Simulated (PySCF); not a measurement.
# Radial density of Al⁺ (aluminium, charge +1)

UHF, [Ne] 3s2, closed-shell 1S. All numbers are calculated (PySCF 2.14, the non-relativistic Hamiltonian (point nucleus), in pcseg-2 (5s4p2d1f, 34 functions)).

| r (bohr) | 4πr²ρ (e/bohr) |
| --- | --- |
| 0.00156 | 0.04148 |
| 0.00263 | 0.1145 |
| 0.00442 | 0.3083 |
| 0.00744 | 0.8073 |
| 0.0125 | 2.000 |
| 0.0211 | 4.538 |
| 0.0354 | 8.855 |
| 0.0596 | 13.50 |
| 0.100 | 13.99 |
| 0.169 | 9.543 |
| 0.283 | 9.795 |
| 0.477 | 12.66 |
| 0.802 | 6.394 |
| 1.35 | 1.359 |
| 2.27 | 0.9375 |
| 3.82 | 0.2252 |
| 6.42 | 0.006864 |
